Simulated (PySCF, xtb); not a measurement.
C4H7O, SMILES C([CH]C)(=O)C, multiplicity 2. One conformer was computed; it need not be the lowest.

Harmonic wavenumbers (cm⁻¹) from GFN2-xTB (xtb 6.7.1) at its own minimum, in rising order: 86, 105, 141, 235, 401, 498, 594, 641, 843, 921, 982, 991, 1047, 1152, 1185, 1364, 1371, 1384, 1425, 1455, 1460, 1466, 1589, 2938, 2967, 3021, 3027, 3044, 3063, 3083.

Task: What does PySCF with TPSSh-D3(BJ)/def2-SVP give at its own minimum? (An estimate is asked for; the answer gives what the named calculation found.)

Result: 39, 115, 156, 254, 408, 515, 597, 655, 794, 951, 963, 1020, 1035, 1139, 1211, 1368, 1377, 1423, 1454, 1467, 1470, 1482, 1635, 3004, 3033, 3060, 3109, 3144, 3159, 3164. Paired by order, the mean absolute difference is 33 cm⁻¹ and the zero-point energies are 60.7 and 61.8 kcal/mol.
